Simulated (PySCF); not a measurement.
SMILES C=C[SiH2][SiH2][Si](F)(F)F (C2H7F3Si3) at its GFN2-xTB optimised geometry (Å):

```
15

C      0.4338     1.6281    -3.9531
C      0.8218     1.9830    -2.7380
Si     2.2356     1.1883    -1.7806
Si     1.3382    -0.0246     0.0000
Si    -0.9435    -0.0246     0.0000
F     -1.7724    -0.7359     1.1594
F     -1.5931     1.4328     0.0000
F     -1.6043    -0.6685    -1.3008
H     -0.3992     2.0931    -4.4577
H      0.9393     0.8510    -4.5037
H      0.2717     2.7715    -2.2363
H      3.1313     2.2575    -1.3124
H      3.0157     0.3420    -2.6938
H      1.7724    -1.4328     0.0142
H      1.7708     0.4920     1.3111
```

Level of theory: PBE0/def2-TZVP in PySCF. Cells within 0.4 Å of a nucleus heavier than hydrogen are left out (blank, or x).

Map of the LUMO amplitude (bohr^(-3/2)) on the plane z = 0.0 Å; orbital energy -1.16 eV, overall sign arbitrary:

```
|4444444444444444444444444|
|4444444444444444444444444|
|4444444444444444444333444|
|4444444444443333333333344|
|4444444444433333333333444|
|4444444444433333333444444|
|4444444554433222334444444|
|4444444xx5432222234455554|
|4444433xx4332111234566555|
|4444433344332100135666665|
|4444444444432100146777665|
|444444445x444311x57877665|
|44444444xxx7654xxx7777665|
|444444444x698655x36666655|
|4444444457998754334555555|
|4444444567888654222445555|
|4444444556777653201344444|
|4444444556666543211234444|
|4444444555555543322334444|
|4444444455555444333334444|
|4444444444444444333344444|
|4444444444444444444444444|
|4444444444444444444444444|
|4444444444444444444444444|
|4444444444444444444444444|
```
Scale: ten equal steps from -0.082 (start of '0') to 0.101 (end of '9'), in the order '0123456789'; x runs from -4.00 to 4.00, y from -4.00 (bottom) to 4.00 (top).
